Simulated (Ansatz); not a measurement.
Cost and result for the atomization energy of ClFH3SiSn (`[F][Sn]([SiH3])[Cl]`) radical (7 atoms, 6 bonds).

Cartesian coordinates in Å:
```
F 2.0699 1.4808 -0.7349
Sn 0.2930 0.9242 -1.2578
Si -0.2663 -1.0417 0.4343
Cl -1.0023 2.7558 -0.5596
H -0.0427 -0.5430 1.8127
H 0.6336 -2.1727 0.1042
H -1.6852 -1.4034 0.2012
```

The species carries charge 0 and has multiplicity 2. Correlated methods include outer-core shells of Sn, which these sets cover unevenly. Sn: def2 effective core potential. The geometry is a stationary point of PBE0-D4/def2-TZVP. Program: Ansatz. All runs use 4 threads of an Intel Xeon Platinum 8488C on a shared host. Times are those of one run each, without the atoms' runs, and a repeat can differ threefold. Electronic energies, without spin–orbit coupling; frozen cores. CCSD(T)/CBS adds CCSD(T) − MP2 in def2-TZVPP to the MP2 limit, and its time is that of the two runs behind it. T1 = 0.017; ⟨S²⟩ of the reference is 0.77. With those shells the extrapolation isn't a true limit. B3LYP takes the VWN-RPA correlation (the form of Gaussian; ORCA's B3LYP/G).

CCSD(T)/CBS is a level of theory with its own doubt, some kJ/mol a heavy atom from the limit and from the frozen cores, so smaller differences don't rank the functionals.

```json
{"level": "LDA (SPW92)/def2-TZVPP", "functions": "207", "wall time": "1.2 s", "atomization (kJ/mol)": "2207.6", "difference from CCSD(T)/CBS": "260.7", "per bond": "43.4"}
{"level": "BLYP-D4/def2-TZVPP", "functions": "207", "wall time": "1.9 s", "atomization (kJ/mol)": "1931.4", "difference from CCSD(T)/CBS": "-15.5", "per bond": "-2.6"}
{"level": "PBE-D4/def2-TZVPP (with forces)", "functions": "207", "wall time": "2.2 s", "atomization (kJ/mol)": "1953.2", "difference from CCSD(T)/CBS": "6.3", "per bond": "1.0"}
{"level": "CAM-B3LYP-D4/def2-TZVPP", "functions": "207", "wall time": "3.8 s", "atomization (kJ/mol)": "1931.4", "difference from CCSD(T)/CBS": "-15.5", "per bond": "-2.6"}
{"level": "B3LYP-D4/def2-TZVPP (with forces)", "functions": "207", "wall time": "3.8 s", "atomization (kJ/mol)": "1926.2", "difference from CCSD(T)/CBS": "-20.7", "per bond": "-3.4"}
{"level": "BHLYP-D4/def2-TZVPP", "functions": "207", "wall time": "4.3 s", "atomization (kJ/mol)": "1872.5", "difference from CCSD(T)/CBS": "-74.4", "per bond": "-12.4"}
{"level": "B2PLYP/def2-TZVPP", "functions": "207", "wall time": "4.6 s", "atomization (kJ/mol)": "1895.3", "difference from CCSD(T)/CBS": "-51.6", "per bond": "-8.6"}
{"level": "r2SCANh-D4/def2-TZVPP", "functions": "207", "wall time": "5 s", "atomization (kJ/mol)": "1931.9", "difference from CCSD(T)/CBS": "-15.0", "per bond": "-2.5"}
{"level": "CCSD(T)/def2-SVP", "functions": "91", "wall time": "7.5 s", "atomization (kJ/mol)": "1748.2", "difference from CCSD(T)/CBS": "-198.7", "per bond": "-33.1"}
{"level": "ωB97X-V/def2-TZVPP", "functions": "207", "wall time": "8 s", "atomization (kJ/mol)": "1953.9", "difference from CCSD(T)/CBS": "7.0", "per bond": "1.2"}
{"level": "MP2/def2-QZVPP", "functions": "369", "wall time": "14 s", "atomization (kJ/mol)": "1932.2", "difference from CCSD(T)/CBS": "-14.7", "per bond": "-2.5"}
{"level": "CCSD(T)/def2-TZVPP", "functions": "207", "wall time": "3.4 min", "atomization (kJ/mol)": "1868.4", "difference from CCSD(T)/CBS": "-78.5", "per bond": "-13.1"}
{"level": "CCSD(T)/CBS(def2)", "functions": "–", "wall time": "3.7 min", "atomization (kJ/mol)": "1946.9", "difference from CCSD(T)/CBS": "0.0", "per bond": "0.0"}
```

From r2SCAN to r2SCAN0 (25 % exact exchange), in def2-TZVPP and without D4, the atomization energy moves by −47.2 kJ/mol: exact exchange takes away binding that semilocal exchange gives to molecules. At CCSD(T), def2-SVP lies −198.7 kJ/mol from the extrapolated value and def2-TZVPP −78.5 kJ/mol: correlation converges slowly with the basis, and small sets miss more of it in the bonded molecule than in its fragments. In def2-TZVPP, CCSD(T) changes the Hartree–Fock value by +474.7 kJ/mol (the triples alone add +33.2 kJ/mol) and MP2 by +490.1 kJ/mol; breaking electron pairs costs correlation energy, which Hartree–Fock lacks.

Spin–orbit coupling would lower the free Sn atoms strongly, and the atomization energy with them, by more than many differences here. For some Ge, Se and Sn compounds the MP2-based and the directly extrapolated limit differ by 10 to 25 kJ/mol.
